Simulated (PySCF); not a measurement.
A GIAO shielding run with PySCF 2.14 (density fitting, non-relativistic, gas phase) on SMILES C([C@@H]([SiH2]C=O)[SiH3])CO, C₄H₁₂O₂Si₂:

```
$ OMP_NUM_THREADS=1 python probes_run.py task.json out

{"job": {"kind": "nmr", "xc": "PBE0", "basis": "pcSseg-1"}, "charge": 0, "multiplicity": 1}
O      0.125570     3.175557    -0.465292
C     -0.730778     2.481508     0.037418
Si    -1.215635     0.685886    -0.481645
C     -0.151106    -0.595216     0.465259
Si    -1.126643    -2.185882     0.840615
C      1.145910    -0.931907    -0.266696
C      1.817610     0.340510    -0.766521
O      0.908903     0.956348    -1.651394
H     -1.300465     2.901740     0.891733
H     -2.535328     0.622466     0.199458
H     -1.488745     0.495363    -1.898371
H      0.119622    -0.140779     1.425850
H     -0.245821    -3.128999     1.539769
H     -2.273018    -1.884162     1.695834
H     -1.569315    -2.782823    -0.419140
H      1.831405    -1.480516     0.382582
H      0.926700    -1.554776    -1.135882
H      2.751131     0.112763    -1.297795
H      2.047921     0.998290     0.079626
H      0.956935     1.925307    -1.565106
```

Hardware: 1 thread of an Intel Xeon, shared host. The job also computes population analyses, field gradients.

(1) How large is the calculation?

(2) How long does it take, and how much memory does it need?

## Answers

(1) 80 electrons, 210 basis functions and 1136 auxiliary functions.

(2) 2.1 min of wall time, with 14 SCF cycles and 5 response iterations; peak memory 1 GiB. Times on a shared host scatter by some tens of per cent.
